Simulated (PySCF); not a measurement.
Coordinates in bohr (charge 0 multiplicity 3):
```
O     0.1204    0.0000   -1.5428
Sc    2.9680    0.0000    0.2788
Sc   -3.0120    0.0000    0.2877
```

These are results of PySCF, UPBE0, basis O def2-TZVP, Sc def2-TZVP (no relativity, density fitting), not measurements.

This geometry of Sc₂O is a stationary point at this level.

Q: What is the point group?

A: Cs.

Q: Is it a minimum?

A: Yes: all harmonic wavenumbers are real.

Q: List the harmonic modes with their infrared intensities.

A: 
| symmetry | ω (cm⁻¹) | IR (km/mol) |
| --- | --- | --- |
| a' | 78 | 4.7 |
| a' | 549 | 14.6 |
| a' | 722 | 32.6 |

The determinant is spin-contaminated (⟨S²⟩ = 2.24, pure value 2.00). Other isomers or separated fragments may lie lower. Other spin states or occupations of the open shell can lie lower.
